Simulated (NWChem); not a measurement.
System: CH4CdS; SMILES [CdH][S]C

Input file for NWChem:

```
start job
memory heap 200 mb stack 900 mb global 1100 mb
geometry units angstroms noautosym nocenter noautoz
  Cd    -0.368874    -0.987016     0.054044
  H     -0.893072    -2.571565     0.023404
  S      0.434256     1.227634     0.105977
  C     -1.083645     2.241586    -0.005750
  H     -1.629822     2.077406    -0.945148
  H     -0.756959     3.290914     0.016771
  H     -1.760330     2.079595     0.844877
end
basis spherical
  * library def2-svpd
end
ecp
  Cd library def2-ecp
end
dft
  xc pbe0
  iterations 150
end
property
  response 1 0.0
end
task dft property
```

All runs use the structure optimised with PBE0/def2-SVP. Not confirmed as a minimum by frequencies. def2 effective core potentials on Cd; no spin-orbit coupling.

Static field.

Question: What results follow from this input? (PBE0/def2-SVPD with def2 effective core potentials on Cd.) Quantities: isotropic polarisability (bohr³); anisotropy (bohr³).

Answer: 
```
Quantity                          Value
--------------------------------  -----
isotropic polarisability (bohr³)   69.0
anisotropy (bohr³)                 35.2
```
